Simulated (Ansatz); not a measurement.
`O[SiH]1CN=C1F` → `CO[SiH](F)C#N`  (isomerisation)

Computed with Ansatz on PBE0-D4/def2-TZVP structures; ΔE is electronic, products minus reactants. CCSD(T)/CBS adds triple-zeta CCSD(T) − MP2 to the extrapolated MP2 energy (def2 sets, frozen cores). DFT in def2-TZVPP. B3LYP here is the variant with VWN-RPA as its local correlation; programs differ in this. HSE06 is defined as in plane-wave codes. One conformer a species, not always the lowest.

`O[SiH]1CN=C1F`:

Z-matrix (Å, degrees):
```
Si
C 1 1.889
O 1 1.635 2 123.6
C 1 1.878 2 70.1 3 116.6
H 1 1.480 2 117.8 3 -134.6
N 2 1.495 1 89.3 3 -120.6
H 2 1.092 1 117.6 3 -7.9
H 2 1.091 1 118.8 3 125.8
H 3 0.959 1 118.7 2 42.7
F 4 1.321 1 140.9 2 179.2
```

`CO[SiH](F)C#N`:

```xyz
10

C    -1.387    0.260   -0.700
O    -0.377    0.953    0.015
Si    1.105    0.443    0.367
F     2.028    0.310   -0.915
C     0.999   -1.273    1.056
N     0.890   -2.329    1.502
H    -2.332    0.771   -0.518
H    -1.472   -0.776   -0.360
H    -1.173    0.273   -1.771
H     1.718    1.368    1.325
```

| level | ΔE (kJ/mol) | difference from CCSD(T)/CBS |
| --- | --- | --- |
| LDA (SPW92) | -164.6 | 90.1 |
| PBE-D4 | -200.5 | 54.2 |
| revPBE-D4 | -206.6 | 48.1 |
| BLYP-D4 | -245.7 | 9.0 |
| r2SCAN-D4 | -227.7 | 27.0 |
| B97M-V | -235.8 | 18.9 |
| PBE0-D4 | -209.0 | 45.7 |
| B3LYP-D4 | -248.5 | 6.2 |
| r2SCAN0-D4 | -229.3 | 25.4 |
| HSE06-D4 | -208.2 | 46.5 |
| BHLYP-D4 | -260.8 | -6.1 |
| CAM-B3LYP-D4 | -248.2 | 6.5 |
| ωB97X-V | -233.6 | 21.1 |
| ωB97M-V | -238.5 | 16.2 |
| B2PLYP | -261.3 | -6.6 |
| PBE-QIDH | -233.0 | 21.7 |
| PBE | -201.5 | 53.2 |
| revPBE | -211.8 | 42.9 |
| r2SCAN | -227.8 | 26.9 |
| PBE0 | -209.7 | 45.0 |
| B3LYP | -250.3 | 4.4 |
| r2SCANh | -228.6 | 26.1 |
| r2SCAN0 | -229.3 | 25.4 |
| HSE06 | -208.8 | 45.9 |
| BHLYP | -261.9 | -7.2 |
| CAM-B3LYP | -248.8 | 5.9 |
| LC-ωPBE | -217.7 | 37.0 |
| RPA@PBE/def2-TZVPP | -259.9 | -5.2 |
| MP2/def2-SVP | -268.6 | -13.9 |
| CCSD/def2-SVP | -264.2 | -9.5 |
| CCSD(T)/def2-SVP | -258.2 | -3.5 |
| HF/def2-TZVPP | -300.3 | -45.6 |
| MP2/def2-TZVPP | -266.4 | -11.7 |
| SCS-MP2/def2-TZVPP | -277.7 | -23.0 |
| CCSD(T)/def2-TZVPP | -258.3 | -3.6 |
| HF/def2-QZVPP | -301.7 | -47.0 |
| SCS-MP2/def2-QZVPP | -276.4 | -21.7 |
| HF/CBS(def2) | -301.9 | -47.2 |
| MP2/CBS(def2) | -262.9 | -8.2 |
| CCSD/CBS(def2) | -262.1 | -7.4 |
| CCSD(T)/CBS | -254.7 | 0 |

Largest T1 diagnostic among the species: 0.013.

In def2-TZVPP, CCSD(T) changes the Hartree–Fock value by +42.0 kJ/mol (the triples alone add +7.4 kJ/mol) and MP2 by +33.9 kJ/mol. From BLYP to BHLYP (50 % exact exchange), in def2-TZVPP and without D4, ΔE moves by −13.3 kJ/mol. Leaving LDA and LC-ωPBE aside and taking each functional with its dispersion term where it has one, the values spread over 60.8 kJ/mol, from B2PLYP to PBE-D4. LDA lies +36.9 kJ/mol from PBE without D4.

CCSD(T)/CBS has its own doubt, a few kJ/mol and more with outer-core shells, so smaller differences from it don't rank the levels.
